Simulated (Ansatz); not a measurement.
Start from `NC[SiH2]S[SiH3]` and change one atom or group to get `CN[SiH2]CN`.

Ansatz, PBE0-D4/def2-TZVP geometries, multiplicity 1. Each molecule was computed in one conformer, which needn't be the lowest.

```tsv
property	`NC[SiH2]S[SiH3]`
LUMO energy (B3LYP/def2-TZVPP) / eV	-0.29
HOMO energy (PBE0/def2-TZVPP) / eV	-6.68
HOMO–LUMO gap (PBE/def2-TZVPP) / eV	4.38
HOMO–LUMO gap (ωB97M-V/def2-TZVPP) / eV	10.58
LUMO energy (PBE/def2-TZVPP) / eV	-0.95
HOMO energy (B3LYP/def2-TZVPP) / eV	-6.47
```

**Question.** Give the same properties after the change, and the shifts. (An estimate is asked.)

**Answer.** Ansatz gave: 
```tsv
property	`CN[SiH2]CN`	shift
LUMO energy (B3LYP/def2-TZVPP) / eV	0.35	0.64
HOMO energy (PBE0/def2-TZVPP) / eV	-6.44	0.24
HOMO–LUMO gap (PBE/def2-TZVPP) / eV	4.87	0.49
HOMO–LUMO gap (ωB97M-V/def2-TZVPP) / eV	10.92	0.34
LUMO energy (PBE/def2-TZVPP) / eV	-0.21	0.74
HOMO energy (B3LYP/def2-TZVPP) / eV	-6.24	0.23
```

With PBE0 the HOMO rises by 0.24 eV and the LUMO rises by 0.74 eV, so the gap widens by about 0.50 eV. PBE moves the HOMO by 0.26 eV and ωB97M-V by 0.20 eV.

B3LYP here is the variant with VWN-RPA as its local correlation; programs differ in this.
